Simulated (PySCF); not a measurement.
# Sr⁺: ionisation energy

Sr⁺ [Kr] 5s1 (2S) → Sr²⁺ [Kr] (1S), as a difference of total energies. Computed with PySCF 2.14 in def2-TZVP with the def2 core potential (28 electrons) (6s4p3d, 33 functions), with a scalar-relativistic core potential. The calculations carry no spin-orbit coupling.

| method | ionisation energy (eV) | error (eV) |
| --- | --- | --- |
| UHF | 10.442 | -0.588 |
| M06-L | 10.291 | -0.739 |
| PBE0 | 11.048 | +0.018 |

Reference: 11.030 eV (measured; NIST Atomic Spectra Database, ionization energies).
